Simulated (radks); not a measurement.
The numbers below are computed, except where a source is named.
Question: Isoelectronic series with 62 electrons, all held in the configuration [Kr] 4d10 4f13 5s2 5p1, which need not be the ground one along the series. Level of theory: scalar-relativistic Kohn-Sham, LDA (Slater exchange, Perdew-Wang correlation), spin-polarised, spherical densities, point nucleus; open shells are filled with parallel spins first (spin-orbit coupling, left out, can overturn this in heavy ions) (a radial shooting solver on a logarithmic mesh with Libxc functionals). Total energies (hartree) and orbital eigenvalues (Ry):

ion    E (hartree)      5p up    4f down      4f up
Ta11+  -15557.3646  -15.50080  -15.91020  -16.01480
W12+   -16086.9677  -17.45168  -18.45533  -18.56370
Os14+  -17178.2821  -21.64058  -23.98796  -24.10381
Ir15+  -17740.1870  -23.87656  -26.96963  -27.08919
Pt16+  -18313.0614  -26.20592  -30.09179  -30.21504
Au17+  -18897.0150  -28.62813  -33.35260  -33.47952
Hg18+  -19492.1626  -31.14281  -36.75047  -36.88106

Estimate the row of Re13+.

Answer: E (hartree) -16627.2421; 5p up -19.49866; 4f down -21.14898; 4f up -21.26110.
